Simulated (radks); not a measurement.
The numbers below are computed, except where a source is named.
Charge is removed step by step from the 3d5/2 level of the germanium ion Ge3+, starting from [Ar] 3d(3/2: 4, 5/2: 6) 4s1. Code: a radial shooting solver on a logarithmic mesh with Libxc functionals. Model: Dirac Kohn-Sham, LDA (Slater exchange, Perdew-Wang correlation), spin-unpolarised, spherical densities, point nucleus.

| removed (e) | E - E(0) (eV) | eigenvalue (eV) | E minus straight line (eV) |
|---|---|---|---|
| 0 | 0.000 | -63.234 | 0.000 |
| 0.25 | 16.555 | -69.234 | -2.318 |
| 0.5 | 34.630 | -75.391 | -3.117 |
| 0.75 | 54.264 | -81.703 | -2.357 |
| 1 | 75.494 | -88.165 | 0.000 |

Removing the whole electron costs 75.494 eV by Delta-SCF, against 63.234 eV from minus the eigenvalue at the starting occupation. Slater's transition state (half an electron removed) gives 75.391 eV. Integrating minus the eigenvalue over the occupation (Janak's theorem) gives 75.494 eV. The mean slope of the eigenvalue, de/dn, is 24.9 eV per electron.
